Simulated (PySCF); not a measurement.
Positional isomers: norbornane silyl. Gas-phase values, no solvent. One relaxed conformer stands for each flexible species; it need not be the lowest. Strings in code marks are SMILES.

The numbers are results of B3LYP-D3(BJ)/def2-TZVP // PBE0-D3(BJ)/def2-SVP (PySCF), not measurements. B3LYP has the VWN-RPA correlation part, as in Gaussian. Delta-SCF ions had no search for a lower state. Excitations are Tamm–Dancoff values on a coarser integration grid. The basis has no diffuse functions, so Rydberg states are missing or too high.

```csv
species,S1 oscillator strength,HOMO (eV),S1 excitation (TDA) (eV),vertical ionisation energy (Delta-SCF) (eV),T1 excitation (TDA) (eV)
`C1[C@]2([SiH3])CC[C@H]1CC2`,0.045,-7.89,___,9.79,7.10
`[SiH3][C@H]1[C@H]2CC[C@@H]1CC2`,0.000,-8.05,7.58,___,7.25
`[SiH3][C@@H]1C[C@@H]2CC[C@H]1C2`,0.024,___,7.30,9.67,7.01
```

Q: Complete the blanks.

A: 
- `C1[C@]2([SiH3])CC[C@H]1CC2`, S1 excitation (TDA) (eV): 7.42
- `[SiH3][C@H]1[C@H]2CC[C@@H]1CC2`, vertical ionisation energy (Delta-SCF) (eV): 10.00
- `[SiH3][C@@H]1C[C@@H]2CC[C@H]1C2`, HOMO (eV): -7.75
